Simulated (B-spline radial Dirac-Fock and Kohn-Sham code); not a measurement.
**Elastic and transport cross sections of thallium for electrons**

Calculated with a radial finite-basis atomic code, using relativistic (Dirac) partial waves in the static field of the Dirac-Fock atom with Furness-McCarthy exchange, without polarisation or absorption potentials. σ_tr1 and σ_tr2 weight the cross section with 1 − P₁ and 1 − P₂ of cos θ; "backward" is the share scattered beyond 90°.

```
energy (eV)  σ (a₀²)  σ_tr1 (a₀²)  σ_tr2 (a₀²)  σ/σ_tr1  backward (%)
       3350     5.68        0.721        0.787     7.88           4.9
       5000     4.62        0.433        0.545     10.7           3.3
       5430     4.42        0.388        0.502     11.4           3.0
       6040     4.18        0.337        0.451     12.4           2.7
       7120     3.82        0.269        0.379     14.2           2.3
       7620     3.68        0.245        0.353     15.0           2.1
      10000     3.17        0.168        0.260     18.9           1.6
      13100     2.72        0.114        0.188     23.9           1.2
      15400        ?            ?            ?        ?             ?
      18400     2.23       0.0695        0.123     32.1          0.83
      20000     2.13       0.0614        0.110     34.6          0.75
      20100     2.12       0.0610        0.110     34.8          0.75
      21700     2.03       0.0545       0.0992     37.2          0.69
```

Problem. Fill in the row for 15.4 keV.

Solution. σ = 2.48 a₀², σ_tr1 = 0.0902 a₀², σ_tr2 = 0.154 a₀², σ/σ_tr1 = 27.5, backward 1.0 %. The ratio σ/σ_tr1 is roughly the number of elastic collisions that randomise the direction.
